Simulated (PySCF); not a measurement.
C2H5FSi2, SMILES C#C[Si@@H](F)[SiH3]. Coordinates come from a ωB97X-D3(BJ)/def2-SVP optimisation. The structure was generated by enumeration; whether it is a known compound was not checked.

Computed equilibrium geometry at ωB97X-D3(BJ)/def2-SVP (PySCF confirms it by a frequency run) as Cartesian coordinates in Å:
```xyz
10

C      2.0520     1.9305     0.2615
C      1.3307     1.0186    -0.0901
Si     0.1723    -0.3181    -0.5819
F      0.8060    -1.7545    -0.1336
Si    -1.8475    -0.0057     0.5351
H      2.6967     2.7368     0.5705
H      0.0416    -0.3266    -2.0621
H     -2.8140    -1.0880     0.1890
H     -1.6038    -0.0055     2.0058
H     -2.4173     1.3118     0.1257
```
